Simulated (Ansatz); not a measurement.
`C[O][Ge]([O]C)([CH](C)C)[CH](C)C`. Charge 0, multiplicity 1. The geometry is a stationary point of PBE0-D4/def2-TZVP. It is one conformer, not always the lowest.

```xyz
31

C     2.772    0.450   -1.226
O     1.422    0.167   -1.505
Ge    0.174    0.166   -0.241
O     0.647    1.550    0.791
C     0.103    1.732    2.069
C    -1.496    0.525   -1.198
C    -1.423    1.879   -1.890
C    -2.708    0.413   -0.281
C     0.214   -1.490    0.820
C     1.566   -1.691    1.492
C    -0.162   -2.677   -0.060
H     3.225    0.881   -2.123
H     3.328   -0.461   -0.971
H     2.886    1.166   -0.406
H     0.096    0.809    2.666
H    -0.925    2.114    2.031
H     0.713    2.467    2.603
H    -1.556   -0.259   -1.962
H    -2.334    2.069   -2.467
H    -0.572    1.934   -2.572
H    -1.317    2.688   -1.162
H    -3.634    0.563   -0.845
H    -2.685    1.172    0.505
H    -2.776   -0.565    0.205
H    -0.553   -1.371    1.595
H     2.353   -1.849    0.750
H     1.858   -0.833    2.102
H     1.549   -2.574    2.140
H     0.546   -2.796   -0.885
H    -1.160   -2.571   -0.494
H    -0.152   -3.607    0.519
```

Task: What is the dipole moment at ωB97M-V/def2-TZVPP? (An estimate is asked.)

Result: Ansatz gave: 2.00 D, with components (-1.05, -1.00, 1.38) D in this frame, pointing from negative to positive charge.

Task: And with PBE, r2SCAN, B3LYP? (Estimate.)

Result: Ansatz gave: PBE 1.88 D, r2SCAN 1.93 D, B3LYP 2.00 D.

Task: Give the Mulliken charges with ωB97M-V, r2SCAN, PBE in def2-TZVPP. (Best estimate.)

Result: Ansatz gave: 
```
atom  ωB97M-V  r2SCAN    PBE
  C1    -0.19    0.00  -0.13
  O2    -0.42   -0.45  -0.38
 Ge3     0.64    0.58   0.59
  O4    -0.41   -0.43  -0.37
  C5    -0.18    0.01  -0.13
  C6    -0.17    0.04  -0.04
  C7    -0.33   -0.18  -0.28
  C8    -0.33   -0.20  -0.28
  C9    -0.21    0.02  -0.06
 C10    -0.33   -0.20  -0.28
 C11    -0.32   -0.18  -0.28
 H12     0.12    0.06   0.10
 H13     0.09    0.04   0.07
 H14     0.12    0.07   0.09
 H15     0.09    0.04   0.07
 H16     0.10    0.04   0.08
 H17     0.13    0.06   0.10
 H18     0.11    0.03   0.06
 H19     0.11    0.04   0.07
 H20     0.12    0.07   0.10
 H21     0.12    0.05   0.09
 H22     0.12    0.05   0.08
 H23     0.11    0.05   0.08
 H24     0.11    0.05   0.08
 H25     0.11    0.02   0.06
 H26     0.12    0.06   0.08
 H27     0.12    0.06   0.09
 H28     0.12    0.05   0.08
 H29     0.13    0.07   0.10
 H30     0.11    0.05   0.08
 H31     0.11    0.04   0.08
```

B3LYP here is the variant with VWN-RPA as its local correlation; programs differ in this.
